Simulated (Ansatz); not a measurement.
Reaction (redistribution): `CO[SiH2][O][GeH3]` + `[OH][GeH2][SiH](O)Cl` → `Cl[SiH2][O][GeH3]` + `CO[SiH](O)[GeH2][OH]`

Calculated with Ansatz (gas phase, PBE0-D4/def2-TZVP geometries, no zero-point term in ΔE). CCSD(T)/CBS adds triple-zeta CCSD(T) − MP2 to the extrapolated MP2 energy (def2 sets, frozen cores). Functionals use def2-TZVPP. B3LYP here is the variant with VWN-RPA as its local correlation; programs differ in this. For Ge outer-core shells are correlated without core-valence functions, which leaves a few kJ/mol of doubt a bond. Scalar relativity is left out up to krypton. One conformer a species, not always the lowest.

```csv
level,ΔE (kcal/mol),difference from CCSD(T)/CBS
B3LYP-D4,-1.3,0.2
B2PLYP,-1.5,0.0
PBE,-1.3,0.2
r2SCAN,-1.0,0.5
HF/def2-TZVPP,-1.3,0.2
MP2/def2-TZVPP,-1.5,0.0
CCSD/def2-TZVPP,-1.5,0.0
SCS-MP2/def2-QZVPP,-1.5,0.0
HF/CBS(def2),-1.2,0.3
MP2/CBS(def2),-1.5,0.0
CCSD(T)/CBS,-1.5,0
```

Largest T1 diagnostic among the species: 0.012.
